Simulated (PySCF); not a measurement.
These compounds are isomers of formula C$_{5}$H$_{7}$FO.

A. `InChI=1S/C5H7FO/c1-2-3-4-5(6)7/h3-4H,2H2,1H3/b4-3-`
B. `CC1(C(=O)F)CC1`
C. `F[C@H]1C=CCOC1`

Spectrum 1. $^{1}$H NMR (300 MHz, computed): δ 6.39 (m, 1H), 5.97 (m, 1H), 5.29 (m, 1H), 4.35 (m, 1H), 4.33 (m, 1H), 4.31 (m, 1H), 3.50 (m, 1H). $^{13}$C{$^{1}$H} NMR (computed): δ 136.9 (CH), 135.8 (CH), 86.0 (CH), 70.5 (CH2), 69.5 (CH2).

Spectrum 2. $^{1}$H NMR (300 MHz, computed): δ 7.10 (ddt, J = 12.2, 9.7, 5.9 Hz, 1H), 6.02 (ddt, J = 12.2, 6.2, 3.7 Hz, 1H), 3.00 (qdd, J = 8.2, 5.9, 3.7 Hz, 2H), 1.23 (t, J = 8.2 Hz, 3H). $^{13}$C{$^{1}$H} NMR (computed): δ 177.1 (CH, d, J = 20.2 Hz), 165.1 (C, d, J = 392.2 Hz), 121.0 (CH, d, J = 75.3 Hz), 29.4 (CH2), 15.4 (CH3).

Spectrum 3. $^{1}$H NMR (300 MHz, computed): δ 1.45 (m, 2H), 1.38 (s, 3H), 0.82 (m, 2H). $^{13}$C{$^{1}$H} NMR (computed): δ 174.4 (C), 21.4 (CH3), 19.6 (CH2), 19.4 (C).

- shieldings: GIAO PBE0/pcSseg-1
- structure optimised with GFN2-xTB
- couplings computed with B3LYP/pcJ-1 (spin–dipole term left out of most H,H and C,H couplings)
- program: PySCF 2.14.0 with density-fitted response routines
- equivalent nuclei averaged, no relativistic terms, one conformer, no solvent model

Scale: $^{1}$H (σ = 31.72 ppm) and $^{13}$C (σ = 186.93 ppm) against TMS (reference shieldings calculated alike). Multiplet labels drop J under 1 Hz and among equivalent protons, and merge close values. Unscaled 3J(H,H) run several per cent high. Splittings of carbon signals by F and P are missing where no couplings were computed. Where no couplings were computed, multiplicities follow the n + 1 count of equivalent neighbours, and m marks all less simple cases (inequivalent or close neighbours, rings, F or P nearby). One-bond C–F couplings are unscaled and too large by tens of Hz. Shifts are as computed. Against solution values, carbons near 30 ppm lie about +3 ppm off and those near 130 ppm about +5 ppm. Of 1211 compounds with measured shifts, 218 miss one by over three times the rms of a fit or turn the order of signals round; such compounds aren't used in these exercises.

Problem. Match each spectrum to its structure.

Solution. 1–C, 2–A, 3–B.

- Spectrum 1 (C): 5 $^{13}$C signals; δC 136.9 is an alkene CH; δC 135.8 is an alkene CH.
- Spectrum 2 (A): 5 $^{13}$C signals; δC 177.1 is a β carbon of a C=C–C=O unit; δC 121.0 is an α carbon of a C=C–C=O unit.
- Spectrum 3 (B): 4 $^{13}$C signals; δC 21.4 is a methyl carbon; δC 19.6 is a three-membered-ring carbon.
